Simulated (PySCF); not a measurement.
Identify the unknown among the candidates.

| technique | computed result |
| --- | --- |
| Triplet | lowest triplet excitation (Tamm–Dancoff): 2.22 eV [TDA CAM-B3LYP/def2-SVPD] |
| UV, first state | lowest singlet excitation: 3.68 eV (337 nm, f = 0.153) [TDDFT CAM-B3LYP/def2-SVPD] |
| 13C NMR | chemical shifts (computed TMS as zero) by class: 157.6 (1 C), 153.6 (1 C), 136.6 (1 C), 119.1 (1 C), 23.3 (1 C) ppm [GIAO PBE/pcSseg-1] |
| Dipole | 0.97 D [CAM-B3LYP/def2-SVPD] |
| Valence photoelectron | vertical ionisation energy: 7.60 eV [ΔSCF CAM-B3LYP/def2-SVPD] |
| Rotational structure | rotational constants A, B, C: 3.729, 1.287, 0.974 GHz [PBE0-D3(BJ)/def2-SVP] |

Gas-phase values; electronic properties from PySCF, density fitting. Levels stand in brackets. One conformer (not necessarily the lowest) at the PBE0-D3(BJ)/def2-SVP geometry, without solvent, vibrations or thermal averaging. NMR values are class means; diastereotopic atoms form classes of their own.

Task: Which candidate is it?
A. `Sc1ccccc1`
B. `[SiH3]Cc1ccsc1`
C. `CSC1=CC=C[SiH2]1`

Result: C. It is `CSC1=CC=C[SiH2]1`. Numbering: `[CH3:1][S:2][C:3]1=[CH:4][CH:5]=[CH:6][SiH2:7]1`. Its formula, C5H8SSi, gives 3 degrees of unsaturation: 1 ring and 2 π bonds in the structure found. 5 carbons fall into 5 classes; from least to most shielded: alkene CH carbon [C5] (157.6 ppm), fully substituted alkene carbon [C3] (153.6 ppm), alkene CH carbon [C4] (136.6 ppm), alkene CH carbon [C6] (119.1 ppm), S-methyl carbon [C1] (23.3 ppm). S1 is mainly HOMO→LUMO (weight 0.97); the largest Löwdin shares of the orbital it empties are 0.34 on the sulfide sulfur, 0.17 on an alkene CH carbon, 0.15 on an alkene CH carbon and 0.14 on the fully substituted alkene carbon, of the orbital it fills 0.20 on the fully substituted alkene carbon, 0.18 on an alkene CH carbon, 0.16 on an alkene CH carbon and 0.15 on an alkene CH carbon. By its constants the optimised geometry is an asymmetric top.

The others, at the same levels:
- `[SiH3]Cc1ccsc1` fails: its computed lowest singlet excitation is 5.55 eV (223 nm, f = 0.098) (against 3.68 eV), vertical ionisation energy is 8.51 eV (against 7.60 eV) and lowest triplet excitation (Tamm–Dancoff) is 3.71 eV (against 2.22 eV).
- `Sc1ccccc1` fails: it has 6 carbons where the 13C data count 5; its computed lowest singlet excitation is 5.01 eV (248 nm, f = 0.011) (against 3.68 eV), vertical ionisation energy is 8.34 eV (against 7.60 eV) and lowest triplet excitation (Tamm–Dancoff) is 3.82 eV (against 2.22 eV).

Each candidate is one conformer, not necessarily the lowest. Dipoles, sizes and rotational constants follow the conformer. The torsions of the flexible species, by atom-mapped SMILES:
- `[CH3:1][S:2][C:3]1=[CH:4][CH:5]=[CH:6][SiH2:7]1`: C1–S2–C3–C4 -178°
- `[SiH3:1][CH2:2][c:3]1[cH:4][cH:5][s:6][cH:7]1`: Si1–C2–C3–C4 -78°
- `[SH:1][c:2]1[cH:3][cH:4][cH:5][cH:6][cH:7]1`: H–S1–C2–C3 180°
